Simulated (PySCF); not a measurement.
## Relaxation of singlet PdBr₂

All numbers come from PySCF, PBE0, basis Pd def2-SVP with ECP28, Br def2-SVP (scalar-relativistic core potentials, no spin–orbit coupling, density fitting). A (50,194) grid was used.

A start displaced from a saddle point along its imaginary mode, of C2v symmetry, held to at least that symmetry:

Coordinates in bohr (charge 0 multiplicity 1):
```
Pd   -0.1582    0.4451    0.0000
Br    0.1062   -0.2987    4.3955
Br    0.1062   -0.2987   -4.3955
```

Question: What forces act on the atoms at the start (eV/Å)?

Answer: 
| atom | Fx | Fy | Fz |
| --- | --- | --- | --- |
| Pd1 | -0.09 | 0.30 | 0.00 |
| Br2 | 0.05 | -0.15 | -0.51 |
| Br3 | 0.05 | -0.15 | 0.50 |

Question: What does it relax to?

Answer: It ends at C2v with Pd–Br 2.318 Å (×2); Br–Pd–Br 94.0° (after a last refinement on a finer grid). The frequency run here used a shortcut that can spoil soft modes, so no verdict on minimum or saddle point is given. Other isomers or separated fragments may lie lower.

Question: How much energy is released, and in how many steps?

Answer: 75.0 kJ/mol in 9 steps.

At this level a triplet minimum of D∞h symmetry lies 6 kJ/mol below this structure.

The relaxation took of the order of 70 core-seconds on a shared host.
